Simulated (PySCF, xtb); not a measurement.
C2H5ClSi. Atoms are numbered in the order given.

```xyz
9

Si    -0.3870     1.6775     0.0000
C      1.1061     0.5349     0.0000
C      1.0080    -0.7947     0.0000
Cl    -0.5239    -1.6100     0.0000
H     -1.2204     1.4504     1.2145
H     -1.2204     1.4504    -1.2145
H      0.0993     3.0875     0.0000
H      2.1242     0.9418     0.0000
H      1.8559    -1.4865     0.0000
```

The structure is a stationary point at ωB97X-D3(BJ)/def2-SVP. The structure was generated by enumeration; whether it is a known compound was not checked.

The numbers are results of PySCF with IEF-PCM-ωB97X/def2-SVP, not measurements.

The values are the electrostatic part of the solvation free energy, E(continuum) − E(gas) at the gas-phase geometry, in a cavity of scaled van der Waals radii (PySCF's table); cavitation and dispersion terms are not included. In vacuum the orbital gap is 11.37 eV. The dipole moment in vacuum is 1.41 D.

Computed values in water (ε = 78.36), dimethylsulfoxide (ε = 46.83), chloroform (ε = 4.71):
```json
[
 {"solvent": "water", "ε": "78.36", "ΔG(elec) (kcal/mol)": "-1.7", "dipole (D)": "1.89", "gap (eV)": "11.43"},
 {"solvent": "dimethylsulfoxide", "ε": "46.83", "ΔG(elec) (kcal/mol)": "-1.7", "dipole (D)": "1.89", "gap (eV)": "11.43"},
 {"solvent": "chloroform", "ε": "4.71", "ΔG(elec) (kcal/mol)": "-1.2", "dipole (D)": "1.74", "gap (eV)": "11.41"}
]
```

For comparison, GFN2-xTB/ALPB(water) (xtb, at the GFN2-xTB geometry, all terms of that model) gives -0.2 kcal/mol.
